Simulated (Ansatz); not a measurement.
Ansatz (a first-principles code) input for C4H2BrCl, SMILES C#C/C(Cl)=C\Br, PBE0-D3(BJ)/def2-SVP. 

Ansatz 0.2 input:
```yaml
crystal:
  periodic: [false, false, false]
  atoms:
    - {symbol: C, position_ang: [2.52408695, 1.01264747, 0.00000000]}
    - {symbol: C, position_ang: [1.32271602, 1.00490628, -0.00000000]}
    - {symbol: C, position_ang: [-0.08299858, 1.02016478, -0.00000000]}
    - {symbol: Cl, position_ang: [-0.81629036, 2.59782789, 0.00000000]}
    - {symbol: C, position_ang: [-0.86172115, -0.06351026, -0.00000000]}
    - {symbol: Br, position_ang: [-0.14775573, -1.79964982, 0.00000000]}
    - {symbol: H, position_ang: [3.57337632, 0.99967527, -0.00000000]}
    - {symbol: H, position_ang: [-1.93748897, -0.02025545, -0.00000000]}
basis:
  gaussian:
    orbitals: def2-SVP
hamiltonian:
  xc: pbe0
  dispersion: d3bj
relax: {f_tol: 0.002, max_steps: 200}
```

Log of the run:

```
WARN ansatz: RAYON_NUM_THREADS=1 ignored (pool sized by the plan → 1); use --threads N
Functional definition: PBE0
integrals: 0.07 GiB planned
1276 factors; integrals over basis functions are off by at most 4.2e-4 eV
mean field: 0.66 GiB planned
mean field evaluation 1: about -86709.2639 eV, gradient 4.1e1 eV
mean field evaluation 2: about -86708.6709 eV, gradient 4.4e1 eV
mean field evaluation 4: about -86713.7836 eV, gradient 4.4e0 eV
mean field evaluation 8: about -86713.8774 eV, gradient 4.2e-1 eV
mean field evaluation 16: about -86713.8778 eV, gradient 2.8e-5 eV
mean field -86713.87783173 eV, -3186.6762335385 hartree, gradient 2.8e-5 eV, S^2 0.000000; 0 other end points of the search recorded, 0 dependent functions left out
the calculation of the forces begins
reference -86713.87785527 eV, -3186.6762344039 hartree; 39, 39 occupied and 77, 77 virtual orbitals, 1276 factors
relax step   1: F+E_penalty+E_count = -86714.09785943 eV  Δ(F+E_penalty+E_count) = +0.000e0 eV  max|allowed force component| = 1.091e0 eV/Å  Δτ_max = 0.0000 Å  (31 SCF iters, accepted)
these checks for a lower state are left out or cut short: starts, cluster_reference, orbital_swaps, neighbouring_geometries, increment
integrals: 0.07 GiB planned
1276 factors; integrals over basis functions are off by at most 4.4e-4 eV
mean field: 0.66 GiB planned
mean field -86713.91324148 eV, -3186.6775348229 hartree, gradient 1.8e-5 eV, S^2 0.000000; 0 other end points of the search recorded, 0 dependent functions left out
the calculation of the forces begins
reference -86713.91326503 eV, -3186.6775356885 hartree; 39, 39 occupied and 77, 77 virtual orbitals, 1276 factors
relax step   2: F+E_penalty+E_count = -86714.13199980 eV  Δ(F+E_penalty+E_count) = -3.414e-2 eV  max|allowed force component| = 3.311e-1 eV/Å  Δτ_max = 0.0442 Å  (35 SCF iters, accepted)
these checks for a lower state are left out or cut short: starts, cluster_reference, orbital_swaps, neighbouring_geometries, increment
integrals: 0.07 GiB planned
1276 factors; integrals over basis functions are off by at most 4.5e-4 eV
mean field: 0.66 GiB planned
mean field evaluation 32: about -86713.9165 eV, gradient 4.9e-4 eV
mean field -86713.91646414 eV, -3186.6776532535 hartree, gradient 1.9e-5 eV, S^2 0.000000; 0 other end points of the search recorded, 0 dependent functions left out
the calculation of the forces begins
reference -86713.91648769 eV, -3186.6776541188 hartree; 39, 39 occupied and 77, 77 virtual orbitals, 1276 factors
relax step   3: F+E_penalty+E_count = -86714.13490390 eV  Δ(F+E_penalty+E_count) = -2.904e-3 eV  max|allowed force component| = 8.982e-2 eV/Å  Δτ_max = 0.0157 Å  (35 SCF iters, accepted)
these checks for a lower state are left out or cut short: starts, cluster_reference, orbital_swaps, neighbouring_geometries, increment
integrals: 0.07 GiB planned
1276 factors; integrals over basis functions are off by at most 4.5e-4 eV
mean field: 0.66 GiB planned
mean field -86713.91700921 eV, -3186.6776732846 hartree, gradient 2.2e-5 eV, S^2 0.000000; 0 other end points of the search recorded, 0 dependent functions left out
the calculation of the forces begins
reference -86713.91703275 eV, -3186.6776741497 hartree; 39, 39 occupied and 77, 77 virtual orbitals, 1276 factors
relax step   4: F+E_penalty+E_count = -86714.13534434 eV  Δ(F+E_penalty+E_count) = -4.404e-4 eV  max|allowed force component| = 2.476e-2 eV/Å  Δτ_max = 0.0077 Å  (27 SCF iters, accepted)
these checks for a lower state are left out or cut short: starts, cluster_reference, orbital_swaps, neighbouring_geometries, increment
integrals: 0.07 GiB planned
1276 factors; integrals over basis functions are off by at most 4.5e-4 eV
mean field: 0.66 GiB planned
mean field -86713.91709561 eV, -3186.6776764597 hartree, gradient 8.5e-5 eV, S^2 0.000000; 0 other end points of the search recorded, 0 dependent functions left out
the calculation of the forces begins
reference -86713.91711915 eV, -3186.6776773247 hartree; 39, 39 occupied and 77, 77 virtual orbitals, 1276 factors
relax step   5: F+E_penalty+E_count = -86714.13541459 eV  Δ(F+E_penalty+E_count) = -7.025e-5 eV  max|allowed force component| = 1.492e-2 eV/Å  Δτ_max = 0.0032 Å  (24 SCF iters, accepted)
these checks for a lower state are left out or cut short: starts, cluster_reference, orbital_swaps, neighbouring_geometries, increment
integrals: 0.07 GiB planned
1276 factors; integrals over basis functions are off by at most 4.5e-4 eV
mean field: 0.66 GiB planned
mean field -86713.91710769 eV, -3186.6776769035 hartree, gradient 7.3e-5 eV, S^2 0.000000; 0 other end points of the search recorded, 0 dependent functions left out
the calculation of the forces begins
reference -86713.91713122 eV, -3186.6776777684 hartree; 39, 39 occupied and 77, 77 virtual orbitals, 1276 factors
relax step   6: F+E_penalty+E_count = -86714.13543571 eV  Δ(F+E_penalty+E_count) = -2.112e-5 eV  max|allowed force component| = 7.884e-3 eV/Å  Δτ_max = 0.0020 Å  (23 SCF iters, accepted)
these checks for a lower state are left out or cut short: starts, cluster_reference, orbital_swaps, neighbouring_geometries, increment
integrals: 0.07 GiB planned
1276 factors; integrals over basis functions are off by at most 4.5e-4 eV
mean field: 0.66 GiB planned
mean field -86713.91710757 eV, -3186.6776768992 hartree, gradient 2.6e-5 eV, S^2 0.000000; 0 other end points of the search recorded, 0 dependent functions left out
the calculation of the forces begins
reference -86713.91713111 eV, -3186.6776777642 hartree; 39, 39 occupied and 77, 77 virtual orbitals, 1276 factors
relax step   7: F+E_penalty+E_count = -86714.13543694 eV  Δ(F+E_penalty+E_count) = -1.225e-6 eV  max|allowed force component| = 2.750e-3 eV/Å  Δτ_max = 0.0005 Å  (22 SCF iters, accepted)
these checks for a lower state are left out or cut short: starts, cluster_reference, orbital_swaps, neighbouring_geometries, increment
integrals: 0.07 GiB planned
1276 factors; integrals over basis functions are off by at most 4.5e-4 eV
mean field: 0.66 GiB planned
mean field -86713.91710907 eV, -3186.6776769543 hartree, gradient 2.8e-5 eV, S^2 0.000000; 0 other end points of the search recorded, 0 dependent functions left out
the calculation of the forces begins
reference -86713.91713261 eV, -3186.6776778193 hartree; 39, 39 occupied and 77, 77 virtual orbitals, 1276 factors
relax step   8: F+E_penalty+E_count = -86714.13543716 eV  Δ(F+E_penalty+E_count) = -2.201e-7 eV  max|allowed force component| = 5.559e-4 eV/Å  Δτ_max = 0.0002 Å  (21 SCF iters, accepted)
integrals: 0.07 GiB planned
1276 factors; integrals over basis functions are off by at most 4.5e-4 eV
mean field: 0.66 GiB planned
mean field evaluation 64: about -86713.9171 eV, gradient 2.8e-5 eV
mean field -86713.91710907 eV, -3186.6776769543 hartree, gradient 2.8e-5 eV, S^2 0.000000; 1 other end points of the search recorded, 0 dependent functions left out
the calculation of the forces begins
reference -86713.91713261 eV, -3186.6776778193 hartree; 39, 39 occupied and 77, 77 virtual orbitals, 1276 factors
Total energy: -86714.13546069 eV, -3186.6857012284 hartree
Atom 0 at     2.551133     1.025075    -0.000000 Å, force     0.000074    -0.000004    -0.000000 eV/Å
Atom 1 at     1.338632     1.007614     0.000000 Å, force    -0.000556    -0.000229     0.000000 eV/Å
Atom 2 at    -0.078295     1.007259     0.000000 Å, force     0.000224    -0.000001     0.000000 eV/Å
Atom 3 at    -0.836364     2.574060     0.000000 Å, force    -0.000024     0.000104     0.000000 eV/Å
Atom 4 at    -0.867680    -0.081979     0.000000 Å, force     0.000361    -0.000078     0.000000 eV/Å
Atom 5 at    -0.204418    -1.819216     0.000000 Å, force    -0.000116     0.000182     0.000000 eV/Å
Atom 6 at     3.625843     1.034639    -0.000000 Å, force     0.000161     0.000080    -0.000000 eV/Å
Atom 7 at    -1.954926     0.004353    -0.000000 Å, force    -0.000123    -0.000054    -0.000000 eV/Å
Dipole moment:     0.100038    -0.066780    -0.000000 e Å
```

Self-consistency was reached.
